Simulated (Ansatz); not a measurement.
The same molecule with X = B, Al, Ga, In. Ansatz, PBE0-D4/def2-TZVP geometries, multiplicity 1. Each molecule was computed in one conformer, which needn't be the lowest.

Elements past krypton have def2 core potentials. Scalar relativity is left out up to krypton.

```csv
X,molecule,mean X–F bond length / Å,mean X–N bond length / Å,size of the dipole moment (PBE/def2-TZVPP) / D,LUMO energy (PBE0/def2-TZVPP) / eV,HOMO–LUMO gap (B3LYP/def2-TZVPP) / eV
B,`[NH3+][B-](F)(F)F`,1.368,1.674,6.01,-0.19,9.31
Al,`[NH3+][Al-]([F])([F])[F]`,1.657,1.996,6.20,-0.48,9.17
In,`[NH3+][In-]([F])([F])[F]`,1.946,2.264,6.10,-1.74,7.62
```

Question: Give the row for X = Ga, `[NH3+][Ga-]([F])([F])[F]`. (Estimate.)

Answer: Ansatz gave: 
```tsv
X	molecule	mean X–F bond length / Å	mean X–N bond length / Å	size of the dipole moment (PBE/def2-TZVPP) / D	LUMO energy (PBE0/def2-TZVPP) / eV	HOMO–LUMO gap (B3LYP/def2-TZVPP) / eV
Ga	`[NH3+][Ga-]([F])([F])[F]`	1.756	2.050	6.39	-0.75	8.88
```

From B to In the mean X–F bond length rises at each step, by 0.578 Å in all; the mean X–N bond length rises at each step, by 0.590 Å in all; the LUMO energy (PBE0/def2-TZVPP) falls at each step, by 1.55 eV in all; the HOMO–LUMO gap (B3LYP/def2-TZVPP) falls at each step, by 1.69 eV in all. Bonds lengthen as the atom grows down the group. Dipoles are sizes alone, and their direction can turn along the series.

B3LYP here is the variant with VWN-RPA as its local correlation; programs differ in this.
